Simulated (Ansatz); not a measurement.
Job for Ansatz (a first-principles code): U-CCSD(T)/cc-pVDZ on GeH4O (SMILES [OH][GeH3]), a point of a bond scan (R = 2.597 Å). The run froze 15 orbitals, filled d shells among them.

Ansatz 0.2 input:
```yaml
crystal:
  periodic: [false, false, false]
  atoms:
    - {symbol: Ge, position_ang: [-0.32903929, 0.06812490, 0.07330265]}
    - {symbol: O, position_ang: [1.35705815, -0.35716009, -0.37168713]}
    - {symbol: H, position_ang: [-0.54453814, -0.15512316, 1.58391604]}
    - {symbol: H, position_ang: [-1.18632723, -0.88517582, -0.76517759]}
    - {symbol: H, position_ang: [-0.60848715, 1.54275960, -0.28108933]}
    - {symbol: H, position_ang: [3.12579194, 1.07919504, 0.87530865]}
basis:
  gaussian:
    orbitals: cc-pVDZ
correlation: {method: ccsd_t, electrons: outside_noble_gas}
scf: {omitted_lower_state_checks: [cluster_reference]}
magnetization: {spin_polarized: true, initial_magnetization: 0}
```

The log:

```
WARN ansatz: RAYON_NUM_THREADS=1 ignored (pool sized by the plan → 1); use --threads N
Functional definition: HF
these checks for a lower state are left out or cut short: cluster_reference
integrals: 0.05 GiB planned
628 factors; integrals over basis functions are off by at most 9.6e-4 eV
mean field: 0.22 GiB planned
mean field evaluation 1: about -58557.1132 eV, gradient 3.4e1 eV
mean field evaluation 2: about -58557.1328 eV, gradient 3.4e1 eV
mean field evaluation 4: about -58564.7419 eV, gradient 3.7e0 eV
mean field evaluation 8: about -58565.1104 eV, gradient 7.4e-2 eV
mean field evaluation 16: about -58565.9523 eV, gradient 5.3e0 eV
mean field evaluation 32: about -58567.8021 eV, gradient 6.4e0 eV
mean field evaluation 64: about -58558.5754 eV, gradient 2.4e1 eV
mean field evaluation 96: about -58561.1742 eV, gradient 3.1e1 eV
mean field evaluation 128: about -58569.6799 eV, gradient 4.4e-1 eV
mean field evaluation 160: about -58565.1101 eV, gradient 2.0e-4 eV
mean field -58569.77252663 eV, -2152.3994403361 hartree, gradient 9.3e-7 eV, S^2 0.994641; 10 other end points of the search recorded, 0 dependent functions left out
15 core orbitals not correlated
reference -58569.77252663 eV, -2152.3994403361 hartree; 7, 7 occupied and 39, 39 virtual orbitals, 628 factors
second order -6.58342799 eV of doubles, -0.00000000 eV of singles
coupled cluster: 0.14 GiB planned
cycle   1  -7.21665928 eV  change   -6.3e-1 eV  update   7.1e-2
cycle   2  -7.47074880 eV  change   -2.5e-1 eV  update   2.4e-2
cycle   3  -7.53264069 eV  change   -6.2e-2 eV  update   1.4e-2
cycle   4  -7.53454643 eV  change   -1.9e-3 eV  update   6.8e-3
cycle   5  -7.53598743 eV  change   -1.4e-3 eV  update   3.4e-3
cycle   6  -7.53799717 eV  change   -2.0e-3 eV  update   2.0e-3
cycle   7  -7.53838271 eV  change   -3.9e-4 eV  update   1.4e-3
cycle   8  -7.53891850 eV  change   -5.4e-4 eV  update   1.2e-3
cycle   9  -7.53930028 eV  change   -3.8e-4 eV  update   1.0e-3
cycle  10  -7.53970617 eV  change   -4.1e-4 eV  update   7.5e-4
cycle  11  -7.54023073 eV  change   -5.2e-4 eV  update   4.5e-4
cycle  12  -7.54033342 eV  change   -1.0e-4 eV  update   2.5e-4
cycle  13  -7.54037336 eV  change   -4.0e-5 eV  update   1.7e-4
cycle  14  -7.54030932 eV  change    6.4e-5 eV  update   1.2e-4
cycle  15  -7.54029868 eV  change    1.1e-5 eV  update   7.9e-5
cycle  16  -7.54030968 eV  change   -1.1e-5 eV  update   3.6e-5
cycle  17  -7.54032247 eV  change   -1.3e-5 eV  update   1.7e-5
coupled cluster: 0.14 GiB planned
perturbative correction -0.14530104 eV, -0.0053397149 hartree
Total energy: -58577.45815015 eV, -2152.6818817908 hartree
Checks for a lower state left out: cluster_reference
```

The run converged. Its determinant has ⟨S²⟩ = 0.99, a mixture of spin states.

Cost: around 6 core-seconds (rough).
